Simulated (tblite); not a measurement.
O4Ru, triplet, geometry from GFN2-xTB (such geometries of metal compounds can be far from the true shape) (the multiplicity is a formal guess); IPEA1-xTB (tblite 0.6.0).

Here is a job for tblite.
```
$ tblite run mol.xyz --method ipea1 --charge 0 --spin 2 --json tblite.json --no-restart

# file mol.xyz
5

Ru     0.01430486    -0.02340224    -0.12950598
O      1.17675629     0.70822560    -0.92296003
O      0.49309506    -0.54979544     1.45089418
O     -0.98119096    -1.02816347    -0.84754838
O     -0.76733713     0.99844565     1.03189713
```

### Question
What does tblite print? Leave out banner, timings and long lists.

### Answer

```
xTB calculator
 | screened Coulomb repulsion
 | Coulomb electrostatics
 |  * isotropic Klopman-Ohno-Mataga-Nishimoto electrostatics
 |  * onsite third-order electrostatics
 | DFT-D3(BJ) dispersion correction

halogen bonding energy    0.0000000000000E+00 Eh
repulsion energy          1.0260071425170E-01 Eh
dispersion energy        -1.5084664188086E-03 Eh
number of electrons       3.2000000000000E+01 e
integral cutoff           4.0000000000000E+01 bohr

------------------------------------------------------------
  cycle        total energy    energy error   density error
------------------------------------------------------------
      1     -19.66285016156  -1.9763942E+01   1.2160836E+00
      2     -19.38817554475   2.7467462E-01   1.2764095E+00
      3     -21.73115349301  -2.3429779E+00   3.1337944E-01
      4     -21.29738469908   4.3376879E-01   3.9462737E-01
      5     -21.84336512410  -5.4598043E-01   4.3415876E-02
      6     -21.84642645775  -3.0613336E-03   4.1651156E-03
      7     -21.84642434934   2.1084055E-06   3.5287242E-03
      8     -21.84644799055  -2.3641211E-05   1.0492140E-03
      9     -21.84644927780  -1.2872448E-06   5.8469599E-04
     10     -21.84644970188  -4.2408324E-07   6.0167559E-05
     11     -21.84644970881  -6.9320194E-09   5.6924655E-06
------------------------------------------------------------

electronic energy        -2.1947541956644E+01 Eh
total energy             -2.1846449708812E+01 Eh

Post processing:
 | Mayer-Wiberg bond orders

[Info] JSON dump of results written to 'tblite.json'
```
